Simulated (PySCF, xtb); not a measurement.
FH5OSi3, SMILES F[SiH]1[SiH2]O[SiH2]1.

Harmonic wavenumbers (cm⁻¹) from GFN2-xTB (xtb) at its own minimum, in rising order: 109, 122, 155, 333, 343, 376, 378, 398, 427, 570, 584, 620, 621, 674, 752, 775, 781, 804, 834, 2204, 2230, 2240, 2249, 2256.

Task: What does PBE-D3(BJ)/def2-SVP (PySCF) give at its own minimum? (The exact figures need the calculation; the answer reports its results.)

Result: 71, 159, 165, 314, 370, 405, 421, 492, 584, 664, 670, 679, 720, 773, 840, 881, 882, 909, 938, 2139, 2149, 2158, 2164, 2166. Paired by order, the mean absolute difference is 75 cm⁻¹ and the zero-point energies are 29.8 and 31.0 kcal/mol.
